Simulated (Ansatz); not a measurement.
The first iterations of a band of CH4N2Si (8 atoms, charge 0, multiplicity 1).

Computed with RKS PBE0-D4/cc-pVDZ in Ansatz.

```yaml
movable_images: 5
climbing_image: yes
spring: 5.0 eV/Å²
optimiser: quadratic models (default)
start_path: through a guess of the saddle point
force_threshold: 0.05 eV/Å
iteration_limit: 60
end_points: relaxed
```

First end point:

```xyz
8
Properties=species:S:1:pos:R:3
N -0.399 1.584 -0.151
C 0.107 0.349 0.044
N 1.280 -0.051 0.417
Si 0.132 -1.440 0.205
H 0.272 2.343 -0.234
H -1.244 1.669 -0.697
H 0.277 -2.324 -0.988
H -0.423 -2.130 1.405
```

Last end point:

```xyz
8
Properties=species:S:1:pos:R:3
N -0.927 1.703 -0.456
C -0.316 0.635 -0.161
N 0.957 0.359 0.255
Si 0.111 -1.172 0.154
H 1.734 0.991 0.425
H -1.891 1.494 -0.728
H 0.524 -2.125 -0.922
H -0.192 -1.884 1.433
```

| iteration | highest image above the first end (eV) | largest band force component (eV/Å) |
| --- | --- | --- |
| 1 | 4.502 | 8.849 |
| 2 | 3.606 | 4.933 |
| 3 | 2.821 | 2.332 |
| 4 | 2.522 | 2.089 |

Does the band converge within its limit, and where does its top end?

The run converged. It ended after 12 iterations with the highest image 2.398 eV above the first end. Neighbouring images differ by up to 1.4 eV, so the band resolves the path poorly. A vibrational analysis at the climbing image gives one clearly imaginary mode, 1884i cm⁻¹: a first-order saddle point. The orbitals stay closed-shell, which can raise the energy where a bond breaks towards radicals; this wasn't checked here.

Run time: 2.4 min on 1 CPU thread of a shared host.
